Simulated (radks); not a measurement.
Q: These are the eigenvalues of the occupied orbitals of an atom or ion with whole-number occupations (eV). Calculated with a radial shooting solver on a logarithmic mesh with Libxc functionals: non-relativistic Kohn-Sham, PBE, spin-polarised, spherical densities, point nucleus.

| orbital | eigenvalue |
|---|---|
| 1s up | -8133.104 |
| 1s down | -8132.031 |
| 2s up | -966.6317 |
| 2s down | -965.7606 |
| 2p up | -845.2837 |
| 2p down | -844.0105 |
| 3s up | -111.5964 |
| 3s down | -108.3458 |
| 3p up | -74.1758 |
| 3p down | -71.0606 |
| 3d up | -11.8274 |
| 3d down | -9.5047 |
| 4s up | -5.6409 |
| 4s down | -5.5849 |

Which element is it, and in what charge state? The configuration may be excited. Open shells, if any, are filled with parallel spins first.

A: Z = 28, nickel, charge 0: Ni in [Ne] 3s2 3p4 3d10 4s2. The list shows which subshells hold electrons but not how many an open one holds; the 1s level, -298.89 hartree, gives Z - s = 24.4 by -(Z - s)^2/2, which with screening narrows Z to a few neighbours, and the depths of the outer levels then fix element, charge and occupations together.
